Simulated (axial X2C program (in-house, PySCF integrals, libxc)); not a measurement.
## BeB⁺: cheaper levels and CCSD(T), two-component

Calculated with an in-house relativistic program for diatomic molecules. Two-component (2c) means X2C with spin–orbit coupling and atomic mean-field two-electron Coulomb and Gaunt terms. Basis: B dyall-v3z [7s6p2d1f], Be dyall-cv3z [8s8p3d1f] (cores contracted in-house); Gaussian nuclei, density fitting, unrestricted open shells. Masses: B 11.009 u, Be 9.012 u.

State: Ω = 0 (closed shell); fragments B+ + Be for PBE0, MP2, CCSD, PW91, CCSD(T); B + Be+ for HF.

```json
{"level": "PBE0", "Re (Å)": "2.210", "ωe (cm⁻¹)": "474.5", "De (eV)": "2.18"}
{"level": "HF", "Re (Å)": "2.275", "ωe (cm⁻¹)": "421.2", "De (eV)": "1.27"}
{"level": "MP2", "Re (Å)": "2.207", "ωe (cm⁻¹)": "483.8", "De (eV)": "1.75"}
{"level": "CCSD", "Re (Å)": "2.211", "ωe (cm⁻¹)": "478.0", "De (eV)": "1.59"}
{"level": "PW91", "Re (Å)": "2.202", "ωe (cm⁻¹)": "471.6", "De (eV)": "2.43"}
```

Correlated methods: 4 electrons correlated (number of frozen shells: B 1 s; Be 1 s), 156 virtual spin orbitals or spinors in MP2, 74 natural virtuals in coupled cluster.

CCSD(T), same Hamiltonian and basis:

Re = 2.201 Å, ωe = 483.7 cm⁻¹, De = 1.71 eV; T1 = 0.034 (Lee–Taylor normalisation).

Problem. Give the differences from CCSD(T) in the columns below.

Solution. 

```tsv
level	ΔRe (Å)	Δωe (cm⁻¹)	ΔDe (eV)
PBE0	0.009	-9	0.47
HF	0.074	-62	n/a
MP2	0.006	0	0.04
CCSD	0.010	-6	-0.12
PW91	0.001	-12	0.72
```

Occupations by symmetry block were frozen at the best pattern of an incomplete PBE0 search. Closed shells are restricted here (equal orbitals for both partners); the stretched side of such a curve lies too high. Dissociation energies refer to the lowest single-determinant-based atoms at the same level and basis. Coupled cluster ran in a truncated set of natural virtual spinors; the MP2 energy of the rest was added. (T) has no such correction and the atoms are truncated less, which lowers De at CCSD(T) by a hundredth of an eV or more. The T1 diagnostic is large, a sign of multireference character.
